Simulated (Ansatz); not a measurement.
Frontier orbitals of Ge4H10 (`[GeH3][GeH2][GeH2][GeH3]`).

The species carries charge 0 and has multiplicity 1. Correlated methods include outer-core shells of Ge, which these sets cover unevenly. Scalar relativity is left out up to krypton. The geometry is a stationary point of PBE0-D4/def2-TZVP. It is one conformer, not always the lowest. Basis def2-TZVPP, the Gaussian-basis code of Ansatz.

Orbital energies of one run (eV). Highest occupied ones, from the top: -7.32, -7.66, -8.35, -8.97, -9.01, -9.24, -9.45, -9.75, -9.87, -13.29, -14.39, -15.47, -16.35, -32.96. Empty: -0.49, -0.42, -0.21, 0.04, 0.28, 0.32.

Problem. Which functional gave them?
A. PBE
B. HSE06 (plane-wave form)
C. r2SCAN0
D. ωB97M-V

Solution. B. HOMO energies: HSE06 -7.32, PBE -6.71, r2SCAN0 -7.87, ωB97M-V -9.63 eV.
